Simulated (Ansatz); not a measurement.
Reaction (cleavage of the Ge–B bond): `[BH2][GeH2][CH]=O` + HCl → `O=[CH][GeH2][Cl]` + BH₃

Computed with Ansatz on PBE0-D4/def2-TZVP structures; ΔE is electronic, products minus reactants. CCSD(T)/CBS is the MP2 limit (def2-TZVPP, def2-QZVPP) plus CCSD(T) − MP2 in def2-TZVPP, frozen cores. This one scheme is used for every species. Functionals use def2-TZVPP. B3LYP here is the variant with VWN-RPA as its local correlation; programs differ in this. HSE06 is defined as in plane-wave codes. For Ge outer-core shells are correlated without core-valence functions, which leaves a few kJ/mol of doubt a bond. Scalar relativity is left out up to krypton. One conformer a species, not always the lowest.

| level | ΔE (kJ/mol) | difference from CCSD(T)/CBS |
| --- | --- | --- |
| LDA (SPW92) | -51.0 | 22.9 |
| PBE-D4 | -62.2 | 11.7 |
| revPBE-D4 | -65.0 | 8.9 |
| BLYP-D4 | -72.5 | 1.4 |
| B97M-V | -75.0 | -1.1 |
| PBE0-D4 | -71.9 | 2.0 |
| B3LYP-D4 | -79.0 | -5.1 |
| r2SCANh-D4 | -74.2 | -0.3 |
| r2SCAN0-D4 | -77.4 | -3.5 |
| HSE06-D4 | -71.8 | 2.1 |
| BHLYP-D4 | -88.7 | -14.8 |
| CAM-B3LYP-D4 | -81.2 | -7.3 |
| ωB97X-V | -82.1 | -8.2 |
| ωB97M-V | -82.0 | -8.1 |
| PBE | -62.0 | 11.9 |
| revPBE | -64.7 | 9.2 |
| BLYP | -72.1 | 1.8 |
| r2SCAN | -71.7 | 2.2 |
| PBE0 | -71.8 | 2.1 |
| B3LYP | -78.7 | -4.8 |
| r2SCANh | -74.3 | -0.4 |
| r2SCAN0 | -77.4 | -3.5 |
| BHLYP | -88.1 | -14.2 |
| CAM-B3LYP | -81.1 | -7.2 |
| LC-ωPBE | -75.4 | -1.5 |
| RPA@PBE/def2-TZVPP | -76.6 | -2.7 |
| MP2/def2-SVP | -85.4 | -11.5 |
| CCSD/def2-SVP | -79.8 | -5.9 |
| CCSD(T)/def2-SVP | -77.7 | -3.8 |
| HF/def2-TZVPP | -103.0 | -29.1 |
| MP2/def2-TZVPP | -83.5 | -9.6 |
| SCS-MP2/def2-TZVPP | -86.7 | -12.8 |
| CCSD/def2-TZVPP | -77.1 | -3.2 |
| CCSD(T)/def2-TZVPP | -75.0 | -1.1 |
| HF/def2-QZVPP | -103.7 | -29.8 |
| MP2/def2-QZVPP | -83.1 | -9.2 |
| SCS-MP2/def2-QZVPP | -86.7 | -12.8 |
| HF/CBS(def2) | -103.8 | -29.9 |
| MP2/CBS(def2) | -82.4 | -8.5 |
| CCSD/CBS(def2) | -75.9 | -2.0 |
| CCSD(T)/CBS | -73.9 | 0 |

Largest T1 diagnostic among the species: 0.016.

Leaving LDA and LC-ωPBE aside and taking each functional with its dispersion term where it has one, the values spread over 26.5 kJ/mol, from BHLYP-D4 to PBE-D4. LDA lies +11.1 kJ/mol from PBE without D4. From PBE to PBE0 (25 % exact exchange), in def2-TZVPP and without D4, ΔE moves by −9.8 kJ/mol.
